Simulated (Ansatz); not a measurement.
**Relative energies of C3H2F4 isomers**

2 of its isomers, all singlets with charge 0: A = `F/C=C(\F)C(F)F`; B = 1,1,2,2-tetrafluorocyclopropane `FC1(F)CC1(F)F`.

Shapes, held fixed at every level: PBE0-D4/def2-TZVP. Flexible molecules stand in one conformer, not always the lowest. Programs: Ansatz 0.2.0.

A:

```xyz
9

F    -1.0798   -0.2924   -2.3098
C    -0.5700    0.2585   -1.2181
C    -0.0662   -0.4735   -0.2394
F    -0.0329   -1.8028   -0.2907
C     0.5330    0.0774    1.0112
F     0.5619    1.4273    0.9610
F    -0.2126   -0.2855    2.0833
H    -0.5957    1.3384   -1.1902
H     1.5509   -0.2937    1.1757
```

B:

```xyz
9

F     1.6893   -0.9515    0.1891
C     0.5878   -0.4747   -0.3904
F     0.5438   -0.8164   -1.6780
C    -0.6905   -0.4291    0.3970
C     0.0410    0.8332    0.0397
F     0.6558    1.5204    1.0020
F    -0.4896    1.6556   -0.8651
H    -1.6072   -0.6350   -0.1423
H    -0.6421   -0.7489    1.4310
```

Electronic energies in kJ/mol, without zero-point or thermal terms.

| level | kind | B − A |
| --- | --- | --- |
| HF/def2-SVP | Hartree–Fock | +32.2 |
| HF/def2-TZVPP | Hartree–Fock | +45.6 |
| B3LYP-D4/def2-TZVPP | global hybrid | +45.9 |
| BHLYP-D4/def2-TZVPP | global hybrid | +40.3 |
| wB97X-V/def2-TZVPP | range-separated hybrid | +22.6 |
| CCSD(T)/def2-SVP | coupled cluster or CI | +24.3 |
| CCSD/def2-TZVPP | coupled cluster or CI | +36.9 |
| CCSD(T)/CBS estimate | coupled cluster or CI | +39.8 |

The highest level, CCSD(T)/CBS estimate, puts A lowest of these. All levels agree on that. The B − A difference spans +22.6 to +45.9 kJ/mol over the levels. The CBS estimate extrapolates MP2 from def2-TZVPP and def2-QZVPP and adds CCSD(T) − MP2 in the triple-zeta set, cores frozen.
